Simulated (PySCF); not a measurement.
ClGe2H7Si.
Numbering: `[SiH3:1][Ge@H:2]([Cl:3])[GeH3:4]` (hydrogens: H5, H6, H7 on Si1; H8 on Ge2; H9, H10, H11 on Ge4)

Computed by this run: PySCF 2.14.0, PBE0-D3(BJ)/def2-SVP geometry optimisation, gas phase; density fitting, grid level 1; the optimiser is geomeTRIC in internal coordinates, started from a GFN2-xTB structure.

Step 3: E = -133509.9484 eV
```
atom  x, y, z in Å  |  force x, y, z in eV/Å
Si1    -1.9972   -0.4622    0.3165    0.012  -0.003   0.015
Ge2    -0.0402    0.8736    0.0810    0.029  -0.004   0.055
Cl3    -0.3419    2.0095   -1.7607   -0.017   0.019  -0.032
Ge4     2.0467   -0.3277   -0.2009   -0.033   0.011   0.010
H5     -1.8977   -1.2510    1.5828   -0.014  -0.011  -0.002
H6     -3.2020    0.4173    0.3627    0.001   0.000  -0.001
H7     -2.0914   -1.3949   -0.8449    0.006   0.001  -0.006
H8      0.0783    1.9222    1.2074   -0.003   0.003  -0.007
H9      2.3458   -1.1287    1.0787    0.013  -0.021   0.021
H10     1.9347   -1.2958   -1.3865   -0.017  -0.018  -0.039
H11     3.1846    0.6717   -0.4532    0.024   0.023  -0.014
```

Step 4: E = -133509.9488 eV
```
atom  x, y, z in Å  |  force x, y, z in eV/Å
Si1    -1.9917   -0.4618    0.3192    0.013  -0.007   0.000
Ge2    -0.0365    0.8801    0.0938    0.017  -0.030   0.096
Cl3    -0.3482    1.9970   -1.7551   -0.010   0.050  -0.062
Ge4     2.0454   -0.3265   -0.1973   -0.032   0.000  -0.005
H5     -1.9126   -1.2571    1.5828   -0.006  -0.007  -0.001
H6     -3.2006    0.4128    0.3479    0.001   0.003   0.001
H7     -2.0633   -1.3887   -0.8488   -0.001  -0.002   0.001
H8      0.0790    1.9366    1.2127   -0.001   0.002  -0.008
H9      2.3553   -1.1314    1.0781    0.008  -0.013   0.008
H10     1.9054   -1.2918   -1.3841   -0.003  -0.010  -0.019
H11     3.1876    0.6647   -0.4663    0.012   0.013  -0.010
```

Question: Estimate the geometry and energy of step 5. (The exact step hangs on the optimiser's Hessian estimate; all steps are aligned on step 4, rigid shifts and turns removed.)

Answer: E = -133509.9489 eV, largest force 0.074 eV/Å
```
atom  x, y, z in Å  |  force x, y, z in eV/Å
Si1    -1.9845   -0.4625    0.3218    0.004  -0.004  -0.014
Ge2    -0.0331    0.8885    0.1099   -0.003  -0.029   0.068
Cl3    -0.3512    1.9905   -1.7495    0.004   0.040  -0.037
Ge4     2.0412   -0.3264   -0.1941   -0.012  -0.006  -0.017
H5     -1.9277   -1.2632    1.5830    0.004   0.000   0.001
H6     -3.1978    0.4066    0.3296    0.001   0.003   0.004
H7     -2.0312   -1.3859   -0.8508   -0.003  -0.002   0.005
H8      0.0790    1.9544    1.2193    0.002   0.000  -0.002
H9      2.3645   -1.1347    1.0770    0.001  -0.003  -0.007
H10     1.8733   -1.2900   -1.3807    0.006   0.001   0.002
H11     3.1871    0.6568   -0.4827   -0.003  -0.001  -0.004
```

The energy changes by 0.0000 eV. The first-order estimate −F·Δx gives -0.0012 eV and the mean of the old and new forces, exact on a quadratic surface, -0.0006 eV. The step makes an angle of 82° with the force vector and moves no atom by more than 0.032 Å.

The cost below is that of the whole optimisation. Hardware: Arm Neoverse V2, one thread (shared host). Cost: 68 s wall, 0.69 GiB resident at most.
